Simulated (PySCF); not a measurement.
H2Sb, SMILES [SbH2], multiplicity 2.

Coordinates come from a B3LYP-D3(BJ)/def2-TZVPD optimisation. The isomer is the one that the SMILES or the coordinates give; other isomers of the formula were not compared. The def2 effective core potentials stand for the cores of Sb; spin–orbit coupling is left out.

Two levels are set side by side: PBE/def2-TZVPD (PySCF) and r2SCAN/def2-TZVPD (PySCF). Same geometry, gas phase. Differences are taken from unrounded values.

| quantity | r2SCAN |
|---|---|
| α-spin orbital gap (eV) | 4.92 |
| β-spin orbital gap (eV) | 3.55 |
| dipole moment (D) | 0.29 |
| mean polarisability (bohr³) | 46.9 |

**Question.** What does PBE give, and how far is it from r2SCAN? (An estimate is asked for; the answer gives what the named calculation found.)

**Answer.** 
| quantity | PBE | PBE minus r2SCAN |
|---|---|---|
| α-spin orbital gap (eV) | 4.25 | -0.67 |
| β-spin orbital gap (eV) | 2.88 | -0.67 |
| dipole moment (D) | 0.35 | 0.06 |
| mean polarisability (bohr³) | 48.4 | 1.5 |

Rough cost on one machine, each run with all the roots and properties that it gave: r2SCAN against PBE within a factor of 2.
